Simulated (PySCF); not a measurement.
C3H8Si, SMILES C/C=C\[SiH3].

Coordinates come from a r2SCAN-D4/def2-SVP optimisation.

Calculation: TDDFT-PBE/def2-SVPD (PySCF).

Vertical excitations. Gas-phase values at a fixed geometry. State labels are in the subgroup Cs.

List the lowest excited states. (Estimate from the structure and the level; the computed values follow.)


| state | symmetry | energy (eV) | λ (nm) | f | main pairs |
|---|---|---|---|---|---|
| S1 | A' | 6.19 | 200 | 0.250 | HOMO→LUMO 87 % |
| S2 | A" | 6.30 | 197 | 0.002 | HOMO−1→LUMO 94 % |
| S3 | A" | 6.32 | 196 | 0.000 | HOMO→LUMO+1 96 % |
| S4 | A" | 6.68 | 185 | 0.002 | HOMO−2→LUMO 89 % |
| S5 | A" | 6.85 | 181 | 0.014 | HOMO→LUMO+2 89 % |
| S6 | A" | 6.91 | 180 | 0.003 | HOMO→LUMO+3 98 % |
| S7 | A' | 7.17 | 173 | 0.028 | HOMO−3→LUMO 80 %, HOMO→LUMO+6 13 % |
| S8 | A" | 7.26 | 171 | 0.008 | HOMO→LUMO+4 99 % |
| S9 | A" | 7.39 | 168 | 0.006 | HOMO→LUMO+5 99 % |
| S10 | A' | 7.52 | 165 | 0.010 | HOMO−1→LUMO+1 95 % |
| T1 | A' | 4.07 | 305 | 0 | HOMO→LUMO 97 % |
| T2 | A" | 5.78 | 214 | 0 | HOMO−1→LUMO 99 % |
| T3 | A" | 6.22 | 199 | 0 | HOMO→LUMO+1 99 % |
| T4 | A" | 6.51 | 190 | 0 | HOMO−2→LUMO 95 % |
Triplets are in the Tamm–Dancoff approximation, which puts them higher than full response would, so one can lie above its singlet here.
